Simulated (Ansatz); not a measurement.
Ni₄⁺. Total charge 1; quartet. Geometry r2SCAN-D4/def2-SVP; atoms count from 1.

```xyz
4

Ni    0.2017   -1.1668    0.6668
Ni   -1.1378    0.5895    0.4525
Ni    1.0549    0.8303    0.2106
Ni   -0.1189   -0.2530   -1.3298
```

The charge 1 quartet is spin-contaminated (final ⟨S²⟩ up to 4.10, 3.75 for a pure state). The structure comes from a short search, and lower isomers may exist.

Q: Estimate the Mulliken populations from the PBE0/def2-TZVP orbitals of Ansatz.

A: 
| atom | charge (e) | spin (α − β) | d electrons |
| --- | --- | --- | --- |
| Ni1 | 0.25 | 0.75 | 8.96 |
| Ni2 | 0.25 | 0.75 | 8.96 |
| Ni3 | 0.25 | 0.75 | 8.96 |
| Ni4 | 0.25 | 0.75 | 8.96 |
Mulliken values depend strongly on the basis.

Q: Where does the spin sit?

A: Summed by element: Ni 3.00, of 3 unpaired in all. Largest on single atoms: Ni4 0.75, Ni2 0.75, Ni1 0.75.

Q: And the Mayer bond orders between heavy atoms (over 0.3)?

A: Ni1–Ni2 0.66 (2.22 Å); Ni1–Ni3 0.66 (2.22 Å); Ni1–Ni4 0.67 (2.22 Å); Ni2–Ni3 0.67 (2.22 Å); Ni2–Ni4 0.66 (2.22 Å); Ni3–Ni4 0.66 (2.22 Å).
